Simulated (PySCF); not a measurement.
**Adding and removing an electron: In2**

r²SCAN; In def2-SVP with ECP28; scalar-relativistic core potentials (PySCF 2.14). Neutral (UKS): triplet (σ ↑, π ↑), Re = 3.050 Å, ωe = 113 cm⁻¹, De = 1.35 eV, HOMO -3.66 eV, LUMO -3.19 eV.

In₂⁺ (UKS): doublet (σ ↑), Re = 3.573 Å, ωe = 68.8 cm⁻¹, De = 1.48 eV to In⁺ + In. The energies at the minima are -380.40291 hartree for In2 and -380.19787 for In₂⁺.

(1) Work out the adiabatic ionisation energy, without and with harmonic zero-point energies (1 hartree = 27.2114 eV, 1 eV = 8065.5 cm⁻¹), and the change of the bond length.

These are scalar-relativistic numbers at best; spin–orbit coupling would shift them, the dissociation energy most. States were picked by a PBE0 search and need not be the measured ground states.

Results:

(1) At r²SCAN: 0.20504 hartree = 5.579 eV between the minima; the zero-point term (68.8 − 113.0)/2 cm⁻¹ = -0.003 eV makes it 5.577 eV. Re changes by +52.3 pm against the neutral. The electron leaves a π orbital, and the longer bond of the ion fits a bonding orbital, or a change in how ionic the bond is.
